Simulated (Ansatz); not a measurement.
The same path of Cl2Zn + H2 (5 atoms, charge 0, multiplicity 1) was run twice with different band settings. Lost on the way: Zn1–Cl2, H4–H5. Made: Zn1–H4, Cl2–H5.

All numbers below come from Ansatz 0.2.0, RKS LDA/def2-SVP.

Relaxed end points:

```xyz
5
Properties=species:S:1:pos:R:3
Zn 0.147 0.000 0.330
Cl 0.725 0.000 2.325
Cl -0.136 0.000 -1.728
H -2.092 0.000 0.401
H -1.928 0.000 1.175
```

```xyz
5
Properties=species:S:1:pos:R:3
Zn -0.888 0.000 -0.350
Cl 0.236 0.000 2.094
Cl 0.694 0.000 -1.706
H -2.250 0.000 0.348
H -1.076 0.000 2.118
```

Common settings: movable images 5; climbing image yes; spring 5.0 eV/Å²; optimiser quadratic models (default); force threshold 0.05 eV/Å; iteration limit 60; end points relaxed.

| run | start path |
| --- | --- |
| 1 | through a guess of the saddle point |
| 2 | straight line |

Problem. What does each run give, and how far can it be trusted?

Solution. Run 1: converged after 6 iterations, highest image 0.940 eV above the first end. A vibrational analysis at the climbing image gives one clearly imaginary mode, 496i cm⁻¹: a first-order saddle point.
Run 2: converged after 8 iterations, highest image 0.940 eV above the first end. Another band between the same ends (5 images) ends at a top of the same energy, where a vibrational analysis finds 1 clearly imaginary mode.
The orbitals stay closed-shell, which can raise the energy where a bond breaks towards radicals; this wasn't checked here.
